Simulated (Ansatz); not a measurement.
MO3 with several metals: vertical EA (eV) at several levels, gas phase, relaxed structures; Ansatz. Core potentials for Mo, W in the def2 sets, no spin–orbit coupling. The structures are stationary points that may keep the symmetry of their start. Remarks come from the PBE and PBE0 runs and from stability tests at other levels; not every state was tested. A HOMO above zero means that the electron is unbound at that level and held by the basis, or that self-interaction error raises the level; the energy of removing that electron tells which.

```tsv
species	state	geometry	PBE-D4/def2-TZVPD	r2SCAN-D4/def2-TZVPD	PBE0-D4/def2-TZVPD	remarks
WO3	singlet to doublet	PBE-D4/def2-TZVP	2.88	3.09	3.17	restricted SCF unstable in HF
MoO3	singlet to doublet	r2SCAN-D4/def2-TZVP	2.70	2.88	2.99	restricted SCF unstable in HF, HOMO above zero (-1 doublet)
```

(1) Estimate the rows for CrO3 (singlet to doublet, PBE0-D4/def2-TZVP geometry).

(1) 
```
species               state           geometry  PBE-D4/def2-TZVPD  r2SCAN-D4/def2-TZVPD  PBE0-D4/def2-TZVPD                                                      remarks
   CrO3  singlet to doublet  PBE0-D4/def2-TZVP               2.97                  3.21                3.55  restricted SCF unstable in HF, HOMO above zero (-1 doublet)
```

Over the 3 species that have every level, the mean is 2.85 at PBE-D4/def2-TZVPD, 3.06 at r2SCAN-D4/def2-TZVPD, 3.24 at PBE0-D4/def2-TZVPD.
